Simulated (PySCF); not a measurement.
Radial density of Mg⁺ (magnesium, charge +1)

UHF, [Ne] 3s1, 2S determinant. Computed with PySCF 2.14 in jorge-DZP-DKH, with scalar relativity by spin-free X2C-1e.

```csv
r (bohr),4πr²ρ (e/bohr),4πr²(ρα − ρβ)
0.00263,0.09861,0.0002
0.00443,0.2638,0.0005
0.00744,0.6730,0.0013
0.0125,1.654,0.0031
0.0211,3.763,0.0069
0.0354,7.498,0.0131
0.0596,11.90,0.0184
0.100,13.11,0.0127
0.169,9.090,-0.0033
0.284,7.808,0.0189
0.477,11.10,0.0598
0.802,7.310,0.0014
1.35,1.509,0.1309
2.27,0.4387,0.3968
3.82,0.2021,0.2021
6.42,0.006308,0.0063
```

Densities and radii are taken from the X2C orbitals without a picture-change correction, which distorts them close to the nucleus.

Question: Where is the radial spin density 4πr²(ρα − ρβ) most negative, and why is it negative at all?

Answer: Around r = 0.169 bohr, down to -0.0033 e/bohr: exchange with the open shell polarises the paired shells in an unrestricted calculation.
